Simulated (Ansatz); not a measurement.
Gas-phase electronic energies from Ansatz, PBE0-D4/def2-TZVP geometries. CBS: MP2 limit from def2 TZ/QZ plus the TZ coupled-cluster correction, frozen cores. DFT in def2-TZVPP. One conformer a species, not always the lowest.

Reaction (substitution at a C–C bond): `CCBS[SiH3]` + `[SiH3]OBS` → `CSBO[SiH3]` + `CBS[SiH3]`

`CCBS[SiH3]`:

```xyz
14

C    -0.665    0.964    2.192
C     0.009    1.316    0.866
B     0.188    0.103   -0.099
S    -0.107    0.282   -1.858
Si    0.418   -1.700   -2.498
H    -0.691    1.821    2.869
H    -0.139    0.151    2.698
H    -1.697    0.637    2.037
H    -0.497    2.158    0.383
H     1.033    1.667    1.072
H     0.547   -0.962    0.321
H     1.839   -1.984   -2.183
H     0.212   -1.753   -3.966
H    -0.451   -2.701   -1.833
```

`[SiH3]OBS`:

Z-matrix (Å, degrees):
```
Si
O 1 1.646
H 1 1.481 2 108.1
H 1 1.488 2 111.3 3 120.2
H 1 1.481 2 107.9 3 -119.6
B 2 1.348 1 142.0 3 -116.4
S 6 1.807 2 125.7 1 -0.2
H 6 1.196 2 119.3 1 179.8
H 7 1.345 6 98.4 2 -0.1
```

`CSBO[SiH3]`:

Z-matrix (Å, degrees):
```
C
S 1 1.808
H 1 1.089 2 109.2
H 1 1.089 2 109.8 3 120.2
H 1 1.089 2 109.3 3 -119.5
B 2 1.799 1 102.8 3 -121.6
O 6 1.352 2 121.0 1 -179.9
H 6 1.199 2 119.3 1 0.1
Si 7 1.654 6 135.1 2 -0.2
H 9 1.481 7 106.7 6 178.0
H 9 1.484 7 109.9 6 -62.5
H 9 1.484 7 110.0 6 58.5
```

`CBS[SiH3]`:

Z-matrix (Å, degrees):
```
C
B 1 1.556
H 1 1.097 2 109.4
H 1 1.091 2 115.0 3 -122.7
H 1 1.097 2 109.4 3 114.7
S 2 1.793 1 120.7 3 122.6
H 2 1.200 1 120.8 3 -57.3
Si 6 2.149 2 99.2 1 -180.0
H 8 1.484 6 107.0 2 -179.8
H 8 1.483 6 110.3 2 -60.5
H 8 1.483 6 110.3 2 60.9
```

```
         level  ΔE (kcal/mol)
        B2PLYP           -1.0
        revPBE           -1.9
   HF/def2-SVP            1.9
CCSD/CBS(def2)           -0.3
```

What does CCSD(T)/CBS give? (Best estimate.)

Ansatz gave: -0.7 kcal/mol. The listed levels differ from it by -0.3, -1.2, 2.6, 0.4 kcal/mol.

Largest T1 diagnostic among the species: 0.013.

Leaving LDA and LC-ωPBE aside and taking each functional with its dispersion term where it has one, the values, not all of them listed here, spread over 1.3 kcal/mol, from revPBE-D4 to CAM-B3LYP-D4. LDA lies +0.9 kcal/mol from PBE without D4. From BLYP to BHLYP (50 % exact exchange), in def2-TZVPP and without D4, ΔE moves by +1.1 kcal/mol.
